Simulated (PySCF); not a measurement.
Compound: C8H7OP.
SMILES with atom numbers: `[CH3:1][c:2]1[o:3][c:4]2[cH:5][cH:6][cH:7][cH:8][c:9]2[p:10]1`

Probes without a nucleus sit at each ring's centroid and 1 Å off its mean plane on both sides; NICS is minus the shielding there, NICSzz its component along the normal. Level: GIAO PBE0/pcSseg-1 (PySCF, non-relativistic, gas phase) on the GFN2-xTB geometry, one conformer.

Ring bond lengths (Å), with Mayer bond orders in brackets: C2–O3 1.350 (1.06), O3–C4 1.346 (0.98), C4–C9 1.406 (1.25), C9–P10 1.787 (1.05), P10–C2 1.714 (1.54); C4–C5 1.389 (1.39), C5–C6 1.378 (1.48), C6–C7 1.395 (1.39), C7–C8 1.377 (1.50), C8–C9 1.395 (1.35), C9–C4 1.406 (1.25).

What do the NICS probes read (ppm)?

| ring | type | NICS(0) | NICS(1), two faces | NICS(1)zz, two faces | rms pucker (Å) | centre to ring atoms, mean (Å) |
| --- | --- | --- | --- | --- | --- | --- |
| C2–O3–C4–C9–P10 | 5-membered ring with O and P; formal bonds all aromatic | -9.4 | -9.8 / -9.9 | -21.1 / -21.2 | 0.00 | 1.29 |
| C4–C5–C6–C7–C8–C9 | 6-membered carbocycle; formal bonds all aromatic | -10.3 | -12.0 / -12.0 | -29.9 / -29.9 | 0.00 | 1.39 |

What do they say, and how far can they be read as aromaticity?

- C2–O3–C4–C9–P10: mean NICS(1)zz -21.2 ppm, shielded.
- C4–C5–C6–C7–C8–C9: mean NICS(1)zz -29.9 ppm, shielded. The ring is flat and has no four-coordinate atom; by the NICS criterion it is aromatic, though in fused rings the probe also feels the neighbouring ring.

And the bond-length index? HOMA takes Krygowski's 1993 parameters.

- C2–O3–C4–C9–P10: HOMA 0.35; the largest term is that of C2–O3, α(R − Ropt)² = 1.13.
- C4–C5–C6–C7–C8–C9: HOMA 0.97 = 1 − EN − GEO, with mean bond length 1.390 Å, EN = α(Ropt − mean)² = 0.001 and GEO = α × variance = 0.027. The geometric and the magnetic index point the same way.

At the second NICS(1) probe listed for ring C4–C5–C6–C7–C8–C9, 1 Å off the ring, what do the in-plane components average?

The isotropic value is a third of the trace: (3 × -12.0 − (-29.9))/2 = -3.1 ppm.

List the ring angles and the Hirshfeld charges of the ring atoms.

- C2–O3–C4–C9–P10: C2 116.7° (+0.032 e), O3 111.4° (-0.054 e), C4 114.4° (+0.060 e), C9 110.1° (-0.084 e), P10 87.4° (+0.017 e); sum 540.0° against 540° for a flat convex ring.
- C4–C5–C6–C7–C8–C9: C4 121.5° (+0.060 e), C5 118.1° (-0.062 e), C6 121.0° (-0.050 e), C7 121.0° (-0.056 e), C8 119.1° (-0.052 e), C9 119.2° (-0.084 e); sum 720.0° against 720° for a flat convex ring.
